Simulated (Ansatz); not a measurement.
Consider the redistribution: `F[SiH2][N]([SiH3])[GaH2]` + `CN[SiH2][SiH3]` → `CN[SiH2][GaH2]` + `F[SiH2]N([SiH3])[SiH3]`.

Gas-phase electronic energies from Ansatz, PBE0-D4/def2-TZVP geometries. CCSD(T)/CBS is the MP2 limit (def2-TZVPP, def2-QZVPP) plus CCSD(T) − MP2 in def2-TZVPP, frozen cores. For Ga outer-core shells are correlated without core-valence functions, which leaves a few kJ/mol of doubt a bond. Scalar relativity is left out up to krypton. Each species was taken in one conformer, which may not be the lowest.

```tsv
level	ΔE (kcal/mol)
SCS-MP2/def2-TZVPP	-0.3
CCSD/def2-TZVPP	-0.3
```

(1) What does CCSD(T)/CBS give? (Best estimate.)

Largest T1 diagnostic among the species: 0.013.

## Answers

(1) Ansatz gave: -0.2 kcal/mol. The listed levels differ from it by -0.1, -0.1 kcal/mol.

From PBE to PBE0 (25 % exact exchange), in def2-TZVPP and without D4, ΔE moves by −0.9 kcal/mol. In def2-TZVPP, CCSD(T) changes the Hartree–Fock value by +3.0 kcal/mol (the triples alone add +0.6 kcal/mol) and MP2 by +2.7 kcal/mol.
